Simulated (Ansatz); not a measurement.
Ansatz results at the PBE0-D4/def2-TZVP geometry: size of the dipole moment (PBE/def2-TZVPP) 0.74 D; zero-point energy (PBE0-D4/def2-TZVP) 36.1 kJ/mol; LUMO energy (PBE/def2-TZVPP) -2.46 eV.

Each molecule was computed in one conformer, which needn't be the lowest.

Q: Which molecule gave them?
A. `[NH2][Hf]([F])([Cl])[Br]`
B. `[F][Hf]([F])([SH])[Cl]`
C. `C[O][Hf]([OH])([OH])[SeH]`
D. `C#[C][Hf]([OH])([OH])[F]`

A: B. The others give `[NH2][Hf]([F])([Cl])[Br]`: 2.75, 74.6, -2.22; `C#[C][Hf]([OH])([OH])[F]`: 2.85, 117.3, -1.65; `C[O][Hf]([OH])([OH])[SeH]`: 3.46, 192.0, -0.98.
